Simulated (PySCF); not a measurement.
## Xenon: a sound run and one with changed settings

Sound run: Xe+ [Kr] 4d10 5s2 5p5, Xe(2+) [Kr] 4d10 5s2 5p4. Calculation: PySCF 2.14, in cc-pVDZ-PP with ECP28MDF (4s3p2d, 23 functions); a scalar-relativistic core potential. In the sound run the correlated levels freeze 4s2 4p6 4d10 outside the core potential. The sound run starts from symmetry-adapted Hartree-Fock orbitals and uses a fine grid where one is needed.

Changed run: all electrons correlated in a basis built for the valence shell.

```csv
species,method,sound run (hartree),changed run (hartree),converged
Xe+,MP2,-327.94329,-327.96485,yes
Xe(2+),MP2,-327.18512,-327.20508,yes
```

Ionisation energy of Xe+:

```tsv
method	sound run (eV)	changed run (eV)
UHF	20.150	20.150
MP2	20.631	20.674
SCS-MP2	20.606	20.629
```

A valence basis has no tight correlating functions, so it recovers only part of the core correlation, and not evenly between atom and ion.

For comparison, NIST gives 20.975 eV between the lowest levels.
